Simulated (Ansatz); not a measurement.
Molecule: C2H8BN2 (charge 0, doublet). It need not be the lowest isomer of its formula. SMILES: CCB([NH])N
Geometry from a B3LYP-D3(BJ)/def2-TZVP (Ansatz, a first-principles code) optimisation:
```
C
H 1 1.0932
H 1 1.0957 2 106.46
C 1 1.5377 2 109.16 3 118.34
H 4 1.0910 1 110.99 2 61.97
H 4 1.0921 5 107.44 1 -121.85
H 4 1.0923 5 107.88 6 -115.84
B 1 1.5968 2 110.65 3 -118.16
N 8 1.4062 1 120.31 2 147.81
H 9 1.0052 8 122.60 1 -2.27
H 9 1.0057 10 114.09 8 -177.77
N 8 1.4361 9 121.32 10 -175.50
H 12 1.0185 8 117.50 9 -105.70
```
Charge 0, spin multiplicity 2.

Quantity: atomisation energy (electronic, to ground-state atoms), in eV. Cores are frozen in the correlated levels unless marked. UHF or UKS for open shells. No spin-orbit coupling. No relativistic terms. The coupled-cluster limit lacks core correlation, which all-electron functionals hold. CBS(X,Y): correlation extrapolated as X^-3; Hartree-Fock from the larger set.

```json
[
 {"level": "HF/cc-pVTZ", "program": "Ansatz", "atomisation energy (eV)": "37.56", "minus last row": "-13.52"},
 {"level": "SVWN5/def2-TZVPD", "program": "Ansatz", "atomisation energy (eV)": "58.54", "minus last row": "7.46"},
 {"level": "BLYP/def2-TZVPD", "program": "Ansatz", "atomisation energy (eV)": "51.13", "minus last row": "0.05"},
 {"level": "revPBE-D3(BJ)/def2-TZVPD", "program": "Ansatz + dftd3", "atomisation energy (eV)": "51.21", "minus last row": "0.13"},
 {"level": "r2SCAN-D4/def2-TZVPD", "program": "Ansatz + dftd4", "atomisation energy (eV)": "51.44", "minus last row": "0.36"},
 {"level": "PBE0/def2-SVP", "program": "Ansatz", "atomisation energy (eV)": "51.86", "minus last row": "0.78"},
 {"level": "BHLYP-D3(BJ)/def2-TZVPD", "program": "Ansatz + dftd3", "atomisation energy (eV)": "50.31", "minus last row": "-0.77"},
 {"level": "wB97X-V/def2-TZVPD", "program": "Ansatz", "atomisation energy (eV)": "51.44", "minus last row": "0.36"},
 {"level": "B2PLYP-D4/def2-TZVPD", "program": "Ansatz + dftd4", "atomisation energy (eV)": "50.93", "minus last row": "-0.15"},
 {"level": "RPA@PBE/cc-pVTZ", "program": "Ansatz", "atomisation energy (eV)": "48.05", "minus last row": "-3.03"},
 {"level": "RPA@PBE/cc-pVQZ", "program": "Ansatz", "atomisation energy (eV)": "48.70", "minus last row": "-2.38"},
 {"level": "MP2/6-31G", "program": "Ansatz", "atomisation energy (eV)": "43.47", "minus last row": "-7.61"},
 {"level": "CCSD/6-31G*", "program": "Ansatz", "atomisation energy (eV)": "45.72", "minus last row": "-5.36"},
 {"level": "CCSD(T)/cc-pVDZ", "program": "Ansatz", "atomisation energy (eV)": "46.97", "minus last row": "-4.11"},
 {"level": "CCSD(T)/CBS(cc-pVTZ,cc-pVQZ)", "program": "Ansatz", "atomisation energy (eV)": "51.08", "minus last row": "0.00"}
]
```
